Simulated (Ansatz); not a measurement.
Cost and result for the atomization energy of FGeH₅O₂Si, SMILES `O[SiH](F)[O][GeH3]` (10 atoms, 9 bonds).

```xyz
10

O    -1.625    0.867   -0.219
Si   -0.197    0.873   -1.010
F    -0.375    0.039   -2.359
O     0.905    0.202   -0.057
Ge    0.866   -1.061    1.205
H    -2.431    0.995   -0.720
H     0.239    2.221   -1.410
H    -0.064   -2.191    0.740
H     0.365   -0.411    2.500
H     2.318   -1.535    1.330
```

The species carries charge 0 and has multiplicity 1. Correlated methods include outer-core shells of Ge, which these sets cover unevenly. Scalar relativity is left out up to krypton. The structure was optimised at the PBE0-D4/def2-TZVP level. It is one conformer, not always the lowest. Program: Ansatz. All runs use 4 threads of an Arm Neoverse V1 on a shared host. Times are those of one run each, without the atoms' runs, and a repeat can differ threefold. Electronic energies, without spin–orbit coupling; frozen cores. CCSD(T)/CBS adds CCSD(T) − MP2 in def2-TZVPP to the MP2 limit, and its time is that of the two runs behind it. T1 = 0.012. With those shells the extrapolation isn't a true limit. B3LYP takes the VWN-RPA correlation (the form of Gaussian; ORCA's B3LYP/G).

CCSD(T)/CBS is a level of theory with its own doubt, some kJ/mol a heavy atom from the limit and from the frozen cores, so smaller differences don't rank the functionals.

```tsv
level	functions	wall time
PBE-D4/def2-TZVPP (with forces)	253	3.5 s
PBE0-D4/def2-TZVPP	253	5.5 s
r2SCAN-D4/def2-TZVPP (with forces)	253	7.5 s
B3LYP-D4/def2-TZVPP (with forces)	253	8 s
B2PLYP/def2-TZVPP	253	8.5 s
ωB97X-V/def2-TZVPP	253	12 s
ωB97M-V/def2-TZVPP (with forces)	253	18 s
MP2/def2-QZVPP	480	27 s
CCSD(T)/def2-TZVPP	253	5.4 min
CCSD(T)/CBS(def2)	–	5.9 min
```

Q: What atomization energy does each give, and how far from CCSD(T)/CBS? (Estimate.)

A: The calculation gave: 
| level | atomization (kcal/mol) | difference from CCSD(T)/CBS | per bond |
| --- | --- | --- | --- |
| PBE-D4/def2-TZVPP (with forces) | 861.8 | -9.3 | -1.0 |
| PBE0-D4/def2-TZVPP | 846.3 | -24.8 | -2.8 |
| r2SCAN-D4/def2-TZVPP (with forces) | 863.7 | -7.4 | -0.8 |
| B3LYP-D4/def2-TZVPP (with forces) | 855.9 | -15.2 | -1.7 |
| B2PLYP/def2-TZVPP | 853.1 | -18.0 | -2.0 |
| ωB97X-V/def2-TZVPP | 867.2 | -3.9 | -0.4 |
| ωB97M-V/def2-TZVPP (with forces) | 862.6 | -8.5 | -0.9 |
| MP2/def2-QZVPP | 880.5 | 9.4 | 1.0 |
| CCSD(T)/def2-TZVPP | 847.3 | -23.8 | -2.6 |
| CCSD(T)/CBS(def2) | 871.1 | 0.0 | 0.0 |

The D4 term adds +8.1 kcal/mol with B3LYP and +4.3 kcal/mol with PBE0; it sums over pairs of atoms, weighted by their polarisabilities, and B3LYP, whose exchange is more repulsive, gets the larger term. In def2-TZVPP, CCSD(T) changes the Hartree–Fock value by +220.4 kcal/mol (the triples alone add +11.8 kcal/mol) and MP2 by +239.0 kcal/mol; breaking electron pairs costs correlation energy, which Hartree–Fock lacks. From PBE to PBE0 (25 % exact exchange), in def2-TZVPP and without D4, the atomization energy moves by −14.8 kcal/mol: exact exchange takes away binding that semilocal exchange gives to molecules.

For some Ge, Se and Sn compounds the MP2-based and the directly extrapolated limit differ by 10 to 25 kJ/mol.
